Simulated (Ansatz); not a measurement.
Conformers of `C=C[SiH](N)OC`, each relaxed with PBE0-D4/def2-TZVP in Ansatz. CBS adds the triple-zeta coupled-cluster correction to the MP2 limit.

Not all of them had a frequency check.

Conformer A:

Cartesian coordinates in Å:
```
C 0.267 0.012 2.239
C 0.989 -0.451 1.221
Si 0.901 0.284 -0.484
N 1.019 -1.018 -1.586
O -0.453 1.214 -0.611
C -1.756 0.691 -0.685
H 0.333 -0.408 3.240
H -0.419 0.844 2.113
H 1.670 -1.281 1.410
H 1.995 1.240 -0.773
H 1.173 -0.879 -2.570
H 0.630 -1.924 -1.388
H -2.035 0.159 0.232
H -2.452 1.519 -0.830
H -1.861 -0.002 -1.528
```

Conformer B:

```xyz
15

C     2.124    1.104    1.387
C     0.805    1.088    1.213
Si   -0.071   -0.277    0.321
N     1.015   -1.100   -0.708
O    -1.334    0.484   -0.413
C    -2.303   -0.207   -1.159
H     2.631    1.908    1.914
H     2.753    0.305    1.004
H     0.218    1.911    1.615
H    -0.621   -1.343    1.206
H     0.939   -2.087   -0.881
H     1.569   -0.631   -1.406
H    -1.871   -0.657   -2.060
H    -3.077    0.501   -1.464
H    -2.777   -1.002   -0.569
```

Question: Which is lowest in electronic energy at CCSD(T)/CBS (frozen core, def2 sets), and by how much? (Estimate.)

Answer: The calculation gave: B; A lies 2.0 kJ/mol higher.

Question: Give the energies relative to B (kJ/mol) with r2SCAN-D4/def2-TZVPP, ωB97X-V/def2-TZVPP, r2SCAN/def2-TZVPP, PBE0/def2-TZVPP, MP2/def2-QZVPP, SCS-MP2/def2-QZVPP, MP2/CBS(def2). (An estimate is asked.)

Answer: Ansatz gave: 
```json
{"level": "r2SCAN-D4/def2-TZVPP", "A": "2.3"}
{"level": "ωB97X-V/def2-TZVPP", "A": "1.9"}
{"level": "r2SCAN/def2-TZVPP", "A": "2.7"}
{"level": "PBE0/def2-TZVPP", "A": "3.5"}
{"level": "MP2/def2-QZVPP", "A": "1.9"}
{"level": "SCS-MP2/def2-QZVPP", "A": "2.2"}
{"level": "MP2/CBS(def2)", "A": "1.8"}
```
